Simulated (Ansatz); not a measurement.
`[BH2][Al]([CH3])[NH2]` + H₂S → `[CH3][Al]([NH2])[SH]` + BH₃ at 600 K and 1 bar (cleavage of the Al–B bond).

Computed with Ansatz on PBE0-D4/def2-TZVP structures; ΔE is electronic, products minus reactants. CCSD(T)/CBS adds triple-zeta CCSD(T) − MP2 to the extrapolated MP2 energy (def2 sets, frozen cores). This one scheme is used for every species. Each species was taken in one conformer, which may not be the lowest.

| species | CCSD(T)/CBS energy (Eh) | H − E (kJ/mol) | S (J/(mol·K)) |
| --- | --- | --- | --- |
| `[BH2][Al]([CH3])[NH2]` | -363.78148 | 278.4 | 456.5 |
| H₂S | -398.97279 | 60.8 | 230.9 |
| `[CH3][Al]([NH2])[SH]` | -736.25800 | 249.8 | 454.2 |
| BH₃ | -26.55200 | 91.5 | 217.3 |

H − E and S are ideal-gas, rigid-rotor, harmonic terms from PBE0-D4/def2-TZVP, for one conformer and one mirror image of each species. 1 Eh = 2625.50 kJ/mol, R = 8.31446 J/(mol·K).

Problem. By hand: ΔE, ΔH, ΔS and ΔG.

Solution. ΔE = (-736.25800) + (-26.55200) − (-363.78148) − (-398.97279) = -0.05573 Eh = -146.3 kJ/mol. Δ(H − E) = 249.8 + 91.5 − 278.4 − 60.8 = 2.1, so ΔH = -144.2 kJ/mol. ΔS = 454.2 + 217.3 − 456.5 − 230.9 = -15.9 J/(mol·K). ΔG = -144.2 − 600 × (-15.9)/1000 = -134.7 kJ/mol.

Problem. By hand: the equilibrium constant, and the temperature at which ΔG would vanish if ΔH and ΔS stayed fixed.

Solution. log₁₀ K = −ΔG/(RT ln 10) = 11.7. ΔG = 0 at ΔH/ΔS = 9069 K, far beyond where these terms or the molecules hold.

ΔH outweighs TΔS. A doubt of 5 kJ/mol in ΔE shifts log₁₀ K by 0.4 here. Other conformers and mirror images would add mixing entropy, several J/(mol·K) or more a flexible species. Modes under 60 cm⁻¹, often nearly free rotors, make the harmonic entropy too high. These are equilibria of isolated gas molecules and say nothing of rates. Largest T1 diagnostic: 0.010 (customary marks: 0.02 for closed shells, 0.045 for open ones).
